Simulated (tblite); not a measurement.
C₆H₁₁S (doublet state).
Numbering: `[H]/[C:1]=[C:2](\[CH3:3])[CH2:4][CH2:5][S:6][CH3:7]` (hydrogens: H8 on C1; H9, H10, H11 on C3; H12, H13 on C4; H14, H15 on C5; H16, H17, H18 on C7)

Geometry (GFN2-xTB, Å), atoms numbered from 1 in this order:
```xyz
18
C6H11S angstrom
C     -1.402   -1.902   -0.449
C     -1.424   -0.677   -0.033
C     -2.663    0.204   -0.060
C     -0.184    0.009    0.503
C      0.536    0.753   -0.616
S      2.055    1.583   -0.042
C      3.148    0.148    0.156
H     -2.056   -2.634   -0.860
H     -2.460    1.105   -0.635
H     -2.921    0.489    0.958
H     -3.502   -0.323   -0.505
H     -0.457    0.716    1.289
H      0.484   -0.742    0.926
H     -0.083    1.555   -1.016
H      0.809    0.075   -1.425
H      2.806   -0.474    0.978
H      4.136    0.538    0.378
H      3.170   -0.418   -0.771
```

Computed values, GFN2-xTB/tblite, gas phase, harmonic and unscaled. Errors from tens to a few hundred cm⁻¹ against measured bands are possible. One conformer, not necessarily the lowest. Open shells enter through the occupations alone, without spin polarisation, and single modes of such species can be off by tens of per cent.

Harmonic wavenumbers (cm⁻¹): 30.2, 56.4, 79.4, 135.5, 148.4, 172.5, 219.0, 292.4, 368.7, 378.7, 491.3, 672.3, 700.7, 722.3, 752.4, 771.2, 857.0, 924.3, 942.8, 973.4, 986.7, 1033.6, 1053.4, 1109.1, 1154.7, 1219.2, 1252.0, 1303.9, 1319.1, 1366.9, 1440.0, 1447.9, 1456.2, 1465.0, 1476.1, 1478.6, 1728.0, 2971.3, 2987.1, 2993.5, 3003.2, 3011.5, 3019.8, 3022.0, 3026.0, 3051.4, 3062.5, 3206.0.

A = 4870, B = 975.5, C = 865.7 MHz; mass 115.058 u (most abundant isotopes); point group C1, symmetry number 1; spin multiplicity 2.

Problem. What is the zero-point energy?

Solution. ½Σν̃ = 32667 cm⁻¹ = 93.40 kcal/mol.

Problem. Give the ideal-gas entropy at 298.15 K and 1 bar in the rigid-rotor, harmonic-oscillator model (classical rotation).

Solution. Translation 40.16, rotation 28.75, vibration 31.03, spin (R ln 2) 1.38: S = 101.3 cal/(mol K).

Problem. And Cp and H(298.15 K) − H(0)?

Solution. Cp = 36.09 cal/(mol K), of which vibrations give 28.14 (their classical limit is 48 R = 95.4); H(298.15 K) − H(0) = 6.90 kcal/mol without the zero-point energy, 4.53 from vibrations.

Problem. How do the functions run with temperature in this model?

Solution. 
| T (K) | S (cal/(mol K)) | Cp (cal/(mol K)) | H − H(0) (kcal/mol) | G − H(0) (kcal/mol) | ln q(vib) |
| --- | --- | --- | --- | --- | --- |
| 50 | 60.8 | 14.4 | 0.54 | -2.50 | 0.91 |
| 100 | 72.6 | 19.7 | 1.41 | -5.85 | 2.45 |
| 373.15 | 110.1 | 42.7 | 9.86 | -31.24 | 9.86 |
| 500 | 124.0 | 52.6 | 15.92 | -46.10 | 12.96 |
| 750 | 148.2 | 66.7 | 30.95 | -80.22 | 18.77 |
| 1000 | 168.8 | 76.2 | 48.89 | -119.92 | 24.14 |

q(vib) and H(0) count from the zero-point level.

Problem. What must be added to the electronic energy to get the Gibbs energy at 298.15 K and 1 bar?

Solution. ZPE + [H(298.15 K) − H(0)] − T·S = 93.40 + 6.90 − 30.21 = 70.09 kcal/mol.

Hindered rotation and anharmonicity are outside this model. Other conformers, if any are populated, would add a mixing term that is left out. The structure is chiral; the term R ln 2 for an equal mix with its mirror image is left out.

On one thread, Arm Neoverse V2 (aarch64), on a shared host, this took 0.49 s wall. The figure is for the frequency step alone.
